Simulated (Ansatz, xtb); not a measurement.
Two structures of FH6Si3+

Structure I is a singlet given by its coordinates and structure II is `F[Si+]([SiH3])[SiH3]`, a singlet. Both are isolated ions in the gas phase, relaxed with r2SCAN-D4/def2-SVP.

I (Å):

```yaml
atoms:
  - { symbol: F, position_ang: [-2.4272, -0.2002, 0.3729] }
  - { symbol: Si, position_ang: [-1.3907, -1.7126, 0.2726] }
  - { symbol: Si, position_ang: [0.4685, -0.3000, 0.6104] }
  - { symbol: Si, position_ang: [-1.3194, 1.2389, 0.6452] }
  - { symbol: H, position_ang: [-1.9296, -2.5209, 1.3889] }
  - { symbol: H, position_ang: [-1.7155, -2.2098, -1.0829] }
  - { symbol: H, position_ang: [1.3536, -0.1716, -0.5748] }
  - { symbol: H, position_ang: [1.1343, -0.4819, 1.9251] }
  - { symbol: H, position_ang: [-1.6122, 2.0720, -0.5423] }
  - { symbol: H, position_ang: [-1.8261, 1.7693, 1.9305] }
```

Close contacts (Å): F1–Si2 1.84, F1–Si4 1.84, Si2–Si3 2.36, Si3–Si4 2.36, Si2–H5 1.48, Si2–H6 1.48, Si3–H7 1.48, Si3–H8 1.48, Si4–H9 1.48, Si4–H10 1.48.

II (Å):

```yaml
atoms:
  - { symbol: F, position_ang: [-0.8266, -1.0008, 1.6401] }
  - { symbol: Si, position_ang: [-1.4429, -0.5244, 0.2384] }
  - { symbol: Si, position_ang: [-3.7840, -0.9118, 0.2155] }
  - { symbol: Si, position_ang: [0.2800, 0.3393, -1.1462] }
  - { symbol: H, position_ang: [-3.8748, -2.3829, 0.4267] }
  - { symbol: H, position_ang: [-4.2753, -0.4427, -1.1038] }
  - { symbol: H, position_ang: [-4.2608, -0.1133, 1.3781] }
  - { symbol: H, position_ang: [-0.3687, 0.7580, -2.4135] }
  - { symbol: H, position_ang: [0.8297, 1.4557, -0.3289] }
  - { symbol: H, position_ang: [1.2085, -0.8175, -1.2744] }
```

Task: Estimate which is lower in electronic energy at CCSD(T)/def2-SVP + ΔMP2/def2-TZVPP, and by roughly how much.

Result: The CCSD(T)/def2-SVP + ΔMP2/def2-TZVPP calculation puts structure I lower, by 11.6 kcal/mol.

How the difference moves with the method:

| level | geometry | E(II) − E(I) (kcal/mol) | departure from the last row (kcal/mol) | job, with rough time for the two |
| --- | --- | --- | --- | --- |
| r2SCAN-D4/def2-SVP | r2SCAN-D4/def2-SVP | +16.5 | +4.9 | optimisation, 1.8 min |
| HF/def2-SVP | r2SCAN-D4/def2-SVP | +16.3 | +4.7 | part of the CCSD(T) run |
| MP2/def2-SVP | r2SCAN-D4/def2-SVP | +18.1 | +6.5 | part of the CCSD(T) run |
| CCSD(T)/def2-SVP | r2SCAN-D4/def2-SVP | +16.8 | +5.2 | single point |
| CCSD(T)/def2-SVP + ΔMP2/def2-TZVPP | r2SCAN-D4/def2-SVP | +11.6 |  | single point, 26 s |

None of the levels shown reverses the order. The largest departure from CCSD(T)/def2-SVP + ΔMP2/def2-TZVPP is that of MP2/def2-SVP, 6.5 kcal/mol. Levels run at GFN2-xTB geometries aren't shown. The last row adds to CCSD(T) the change of the MP2 difference between the two basis sets, here −5.2 kcal/mol, a large step that makes the value less sure.

With harmonic frequencies from r2SCAN-D4/def2-SVP (ideal gas, rigid rotor, one conformer each, 200 K, 1 atm): on the last row, ΔE + ΔZPE = +9.8 kcal/mol. A mode under 50 cm⁻¹ makes harmonic enthalpies and free energies unreliable, so none is given.

The correlated steps freeze 16 core orbitals. Programs: Ansatz 0.2.0; the last row on 2 threads of AMD EPYC 7R43 64-Core Processor (Zen 3) on a shared host.
